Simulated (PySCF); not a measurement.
Computed shifts of a molecule CH5FO2Si2, PBE0/pcSseg-1 run with PySCF, GIAO, gas phase, atoms alike by connectivity averaged where their shifts nearly agree, in ppm (number of nuclei): ¹³C: 170.0 (1). ²⁹Si: -0.7 (1), -18.7 (1). ¹⁹F: -263.4 (1). ¹H: 8.29 (1), 5.86 (1), 5.66 (1), 5.47 (1), 5.05 (1). References: ¹⁷O against H2O (σ = 334.2 ppm); ¹³C against TMS (σ = 186.3 ppm); ²⁹Si against TMS (σ = 352.7 ppm); ¹⁹F against CFCl3 (σ = 167.2 ppm); ¹H against TMS (σ = 31.56 ppm), references at their B3LYP-D3(BJ)/def2-TZVP geometries, non-relativistic. Geometry: B3LYP-D3(BJ)/def2-SVP. Other conformers were not sampled.

Problem. Which molecule gave these data?
(A) FC[SiH]1O[SiH2]O1
(B) O[Si@@]1(F)C[SiH2]O1
(C) O=C[Si@@H](F)[SiH2]O
(D) O=CO[SiH2][SiH2]F

Solution. D, O=CO[SiH2][SiH2]F
